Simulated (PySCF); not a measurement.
Be(Br)(GeH3) (BeBrGeH3), SMILES [GeH3][Be][Br]. Heavy atoms are numbered as in [Be:1]([Br:2])[GeH3:3]. Hydrogens are named by the atom that carries them.

Coordinates come from a ωB97X-D3(BJ)/def2-TZVP optimisation.

Method: PySCF with PBE0/pcSseg-2.

GIAO shieldings, no solvent; atoms alike by connectivity are averaged. δ = σ(ref) − σ: ⁷³Ge against GeH4 (σ = 1662.5 ppm); ¹H against TMS (σ = 31.54 ppm), references at their B3LYP-D3(BJ)/def2-TZVP geometries, non-relativistic (without spin–orbit terms, shifts of atoms bonded to Cl or Br come out too high).

Question: Estimate the chemical shifts. (An estimate is asked for; the answer gives what the named calculation found.)

Answer: 
```csv
nucleus,atoms,count,δ (ppm)
⁷³Ge,Ge3 (GeH3),1,-110.6
¹H,H on Ge3,3,3.24
```
